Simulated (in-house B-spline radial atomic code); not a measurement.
RPA and G0W0 on Hartree-Fock: N⁴⁺

Configuration [He] 2s1, highest spin, mean-field start Hartree-Fock. Computed with an all-electron radial atomic-structure program (B-spline basis): all electrons, scalar-relativistic (spin-free one-electron X2C), finite nucleus, each spin shell either full or empty, empty states to l = 9 with an (l + 1/2)⁻⁴ tail; G0W0 by contour deformation at full frequency.

RPA overbinds a lone outer s electron by self-correlation, and G0W0 tends to as well.

Command:
```bash
python run_gw.py task.json out
```
Settings (radii: box in bohr, nucleus in fm):
```
Z                        7
electrons                3
configuration            [He] 2s1
hamiltonian              x2c
method                   hf
lmax                     9
rms_radius               2.5582
spin_polarised           True
box_radius               11.96
intervals                70
ion_configuration        1s2
```

Run time, properties included: 2.3 s on 1 thread of Arm Neoverse N1 (shared host).

Energies (hartree):

```tsv
term	value
mean-field total	-48.35530
Hartree-Fock functional on these orbitals	-48.35530
direct second order	-0.12294
second-order exchange	0.07461
SOSEX correction	0.069524
```

Problem. What is the RPA correlation energy, and what remains with SOSEX?

Solution. RPA gives -0.11597 hartree (-1.05 eV per electron); RPA + SOSEX gives -0.046451, and the second-order doubles (MP2) -0.048331 hartree. SOSEX takes back 60 % of the RPA value.

Quasi-particle levels (eV):

```json
{"level": "2s up", "occupied": "yes", "mean field": "-97.78", "Σx - vxc": "0.00", "Σc": "?", "QP weight": "?", "G0W0": "?"}
{"level": "1s down", "occupied": "yes", "mean field": "-519.96", "Σx - vxc": "0.00", "Σc": "1.75", "QP weight": "0.980", "G0W0": "-518.21"}
{"level": "1s up", "occupied": "yes", "mean field": "-522.95", "Σx - vxc": "0.00", "Σc": "2.29", "QP weight": "0.967", "G0W0": "-520.65"}
{"level": "2s down", "occupied": "no", "mean field": "-74.74", "Σx - vxc": "0.00", "Σc": "-1.93", "QP weight": "0.971", "G0W0": "-76.67"}
```

G0W0 = mean field + (Σx - vxc) + Σc, with Σc (partial-wave tail included) taken at the quasi-particle energy.

Problem. Where does G0W0 put 2s up?

Solution. At -98.98 eV, with Σc = -1.20 eV and a quasi-particle weight of 0.981. The tabulated removal energy is 97.890 eV (NIST, measured).

Problem. What does it cost to remove one electron (to 1s2) by differences of total energies, each species on its own start (correlation terms add to the Hartree-Fock functional)?

Solution. Hartree-Fock functional 97.77 eV, + RPA 98.62 eV, + RPA + SOSEX 97.88 eV, + second order 97.89 eV. Tabulated: 97.890 eV (NIST, measured).
